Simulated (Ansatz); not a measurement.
A search over several starts for the lowest SCF solution of [B(NMe2)H3]- (C2H9BN⁻) at the given spin, in a small basis.

```yaml
crystal:
  periodic: [false, false, false]
  atoms:
    - {symbol: B, position_ang: [-0.029496, -0.060719, -1.462753]}
    - {symbol: N, position_ang: [0.219400, 0.408464, -0.007443]}
    - {symbol: C, position_ang: [1.086603, -0.455677, 0.728502]}
    - {symbol: C, position_ang: [-0.982165, 0.655921, 0.724255]}
    - {symbol: H, position_ang: [1.338463, -0.035552, 1.725524]}
    - {symbol: H, position_ang: [2.025078, -0.611557, 0.174219]}
    - {symbol: H, position_ang: [0.645369, -1.472681, 0.910351]}
    - {symbol: H, position_ang: [-1.627882, 1.352459, 0.167355]}
    - {symbol: H, position_ang: [-1.587858, -0.272820, 0.904902]}
    - {symbol: H, position_ang: [-0.773834, 1.098453, 1.721633]}
    - {symbol: H, position_ang: [1.057318, -0.196137, -2.058307]}
    - {symbol: H, position_ang: [-0.743550, 0.767778, -2.060950]}
    - {symbol: H, position_ang: [-0.627465, -1.177921, -1.467297]}
basis:
  gaussian: {orbitals: def2-SVP, initial_orbitals: start.molden}
total_charge: -1
hamiltonian: {xc: pbe0, dispersion: d4}
output: {orbitals: {seedname: orbitals}}
```

The file start.molden holds the orbitals of an earlier run on this structure, at another level or in another basis.

```sh
$ ansatz run in.yaml --threads 4 --pin off --events-out ev --progress --plain --max-ram 3916MiB
```

It prints (some lines left out):

```
Functional definition: PBE0
1164 factors; their error is unknown
mean field evaluation 1: about -4378.6485 eV, gradient 6.3e0 eV
mean field evaluation 2: about -4378.7819 eV, gradient 1.2e-1 eV
mean field evaluation 4: about -4378.7621 eV, gradient 3.4e-4 eV
mean field evaluation 8: about -4376.4991 eV, gradient 2.7e1 eV
mean field evaluation 16: about -4378.7620 eV, gradient 2.9e-1 eV
mean field -4378.76214241 eV, -160.9165407019 hartree, gradient 1.3e-5 eV, S^2 0.000000; 1 other end points of the search recorded, 0 dependent functions left out
reference -4378.76216936 eV, -160.9165416925 hartree; 17, 17 occupied and 84, 84 virtual orbitals, 1164 factors
Total energy: -4378.98016969 eV, -160.9245530566 hartree
```

Hardware: 4 threads of Arm Neoverse V2 on a shared host. Wall time 1.2 s.
